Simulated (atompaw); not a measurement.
Which change was made? (La, PAW (atompaw))

lanthanum, PAW, made with atompaw 4.2.0.5 (PBE, scalar-relativistic). Core [Kr] 4d10, reference 4f0 5s2 5p6 5d1 6s0 6p0 (charge +2). Waves: 5s (bound): rc 2.15 bohr; 6s (bound, empty): rc 3.00 bohr; 5p (bound): rc 3.00 bohr; 6p (bound, empty): rc 3.00 bohr; 5d (bound): rc 3.00 bohr; 5d channel at 2.55 Ry: rc 3.00 bohr; 4f (bound, empty): rc 1.75 bohr; 4f channel at -0.45 Ry: rc 1.75 bohr. Local part: vpsmatchnc scheme with l = 4 at 0.5 Ry, radius 2.25 bohr. Core correction: smooth core density matched at 2.55 bohr. Augmentation charge: sinc compensation charge, radius 2.35 bohr; PAW radius 3.00 bohr; waves and projectors: custom polynom gramschmidtortho.

Cutoffs, loose and tight: the cutoffs (Ry, on a coarse ladder) from which the occupation-weighted sum of valence levels, in a spherical-Bessel basis at the reference potential, stays within 10 and 1 mRy of its value at 400 Ry. They see the waves, projectors and local potential, not the compensation charge or the core.

The base gives: outcome: generated; cutoff, loose: 10 Ry; cutoff, tight: 18 Ry; bound ghosts: s.

Problem. After one change the result is: outcome: generated; cutoff, loose: 12 Ry; cutoff, tight: 21 Ry; bound ghosts: s. Which change was it?
A. all radii scaled by about 0.90 (s 1.94, p 2.70, d 2.70, f 1.58 bohr); local potential vpsmatchnc scheme with l = 4 at 0.5 Ry, radius 2.02 bohr; augmentation sinc compensation charge, radius 2.12 bohr; PAW radius 2.70 bohr; waves and projectors: custom polynom gramschmidtortho; core correction smooth core density matched at 2.30 bohr
B. all radii scaled by about 1.06 (s 2.28, p 3.20, d 3.20, f 1.86 bohr); local potential vpsmatchnc scheme with l = 4 at 0.5 Ry, radius 2.40 bohr; augmentation sinc compensation charge, radius 2.50 bohr; PAW radius 3.20 bohr; waves and projectors: custom polynom gramschmidtortho; core correction smooth core density matched at 2.72 bohr
C. all radii scaled by about 0.74 (s 1.58, p 2.22, d 2.22, f 1.30 bohr); local potential vpsmatchnc scheme with l = 4 at 0.5 Ry, radius 1.66 bohr; augmentation sinc compensation charge, radius 1.74 bohr; PAW radius 2.22 bohr; waves and projectors: custom polynom gramschmidtortho; core correction smooth core density matched at 1.88 bohr

Solution. A. The others give: all radii scaled by about 1.06 (s 2.28, p 3.20, d 3.20, f 1.86 bohr); local potential vpsmatchnc scheme with l = 4 at 0.5 Ry, radius 2.40 bohr; augmentation sinc compensation charge, radius 2.50 bohr; PAW radius 3.20 bohr; waves and projectors: custom polynom gramschmidtortho; core correction smooth core density matched at 2.72 bohr → outcome: generated; cutoff, loose: 8 Ry; cutoff, tight: 15 Ry; bound ghosts: s | all radii scaled by about 0.74 (s 1.58, p 2.22, d 2.22, f 1.30 bohr); local potential vpsmatchnc scheme with l = 4 at 0.5 Ry, radius 1.66 bohr; augmentation sinc compensation charge, radius 1.74 bohr; PAW radius 2.22 bohr; waves and projectors: custom polynom gramschmidtortho; core correction smooth core density matched at 1.88 bohr → outcome: generated, no UPF (negative core plus compensation charge); cutoff, loose: 25 Ry; cutoff, tight: 45 Ry; bound ghosts: s, p.
